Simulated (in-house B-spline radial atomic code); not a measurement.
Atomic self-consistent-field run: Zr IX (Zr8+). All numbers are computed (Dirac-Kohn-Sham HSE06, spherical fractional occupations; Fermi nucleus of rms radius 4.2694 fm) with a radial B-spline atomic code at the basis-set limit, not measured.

Command:
```bash
python run_scf.py task.json out
```
Settings (nuclear radius in fm, mass in u):
```
Z                40
configuration    [Ar] 3d10 4s2 4p2
hamiltonian      dirac
method           hse06
spin_polarised   False
nucleus          fermi
rms_radius       4.2694
atomic_mass      89.9047
speed_of_light   137.035999084
```

Output (hartree, bohr):
```
 radial grid: 65 intervals, B-splines of order 8, outer radius 11.954 bohr

 iter        energy (Eh)    residual
    1       -3565.883622    9.75e-01
    2       -3575.853211    6.65e-01
    3       -3580.039677    1.54e-01
    4       -3580.291021    3.47e-02
    5       -3580.299716    1.87e-02
    6       -3580.303854    5.33e-04
    7       -3580.303859    3.73e-05
    8       -3580.303859    2.11e-06
    9       -3580.303859    1.07e-08

 total energy                     -3580.30386
 kinetic                            3700.4246
 electron-nucleus                  -8487.6560
 Hartree                            1316.9018
 exact exchange                      -26.5450
 exchange-correlation                -83.4292

 first-order corrections (not in the total)
   Gaunt                             2.2684
   retardation                      -0.2223
   frequency dependence             -0.0126
   self-energy                       1.5282
   Uehling                          -0.1690
   Wichmann-Kroll                    0.0023
   recoil                            0.0156

 orbital      occ     eigenvalue          <r>       <r^2>       <1/r>     <1/r^2>       r_max    small
 1s1/2      2.000      -662.3731    0.0370591  0.00185205     41.2622     3579.06     0.02414  2.12e-02
 2s1/2      2.000       -96.5758     0.162123   0.0310462     9.35244     386.355       0.137  4.32e-03
 2p1/2      2.000       -88.7367     0.138631   0.0235882      9.3153     125.151       0.107  4.31e-03
 2p3/2      4.000       -85.5737     0.142991   0.0249676     8.91396     108.382      0.1106  4.18e-03
 3s1/2      2.000       -20.0384     0.455905    0.238214     3.17562     68.9083      0.4074  1.13e-03
 3p1/2      2.000       -17.0982     0.452525    0.238532     3.06848     21.9416      0.3956  1.07e-03
 3p3/2      4.000       -16.5859     0.462605    0.249046     2.97368     19.1124      0.4045  1.04e-03
 3d3/2      4.000       -11.4234     0.445535     0.23901      2.7743     9.84634      0.3451  9.27e-04
 3d5/2      6.000       -11.3294     0.448915    0.242488      2.7497     9.64168      0.3478  9.18e-04
 4s1/2      2.000        -6.2355      1.11253     1.38889     1.22705     13.3971        1.03  2.88e-04
 4p1/2      0.667        -5.2673      1.18457     1.58266     1.13733     4.13861       1.088  2.56e-04
 4p3/2      1.333        -5.1775      1.20353     1.63307     1.11459     3.67081       1.107  2.50e-04
```

Cost of the run: 4.4 s on 1 thread of Arm Neoverse N1, on a shared host.

For the Dirac Hamiltonian the kinetic term is c α·p + (β - 1)c².

Caution: exact exchange at fractional occupations of open shells leaves self-interaction of up to several eV.
